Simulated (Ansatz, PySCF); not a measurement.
Process, species as SMILES: C#C (C2H2) [acetylene] -> [C-]#C + H+
Geometries: B3LYP-D3(BJ)/def2-TZVP minima from Ansatz (a program for electronic structure).

Quantity: gas-phase deprotonation energy (enthalpy at 298 K, with B3LYP-D3(BJ) rigid-rotor harmonic-oscillator terms from PySCF), in kcal/mol. Cores are frozen in the correlated levels unless marked. Spin-orbit coupling is left out. Non-relativistic. Anions need diffuse functions: aug- sets have them; def2-D sets add few; the other sets have none. Basis-set limits of correlation are two-point, X^-3; Hartree-Fock from the larger set. The bracket is a focal-point correction in the basis named.

```csv
level,program,gas-phase deprotonation energy (kcal/mol),minus last row
HF/def2-SVP,Ansatz,389.4,11.5
HF/cc-pVQZ,Ansatz,383.1,5.2
HF-D3(BJ)/def2-TZVPD,PySCF + dftd3,383.4,5.5
BP86/def2-TZVPD,PySCF,376.7,-1.2
SCS-MP2/def2-TZVPP,Ansatz,382.7,4.8
"RI-MP2/CBS(aug-cc-pVTZ,aug-cc-pVQZ)+[CCSD(T)-MP2]/aug-cc-pVTZ",Ansatz,377.7,-0.2
"CCSD(T)/CBS(aug-cc-pVTZ,aug-cc-pVQZ)",Ansatz,377.9,0.0
```
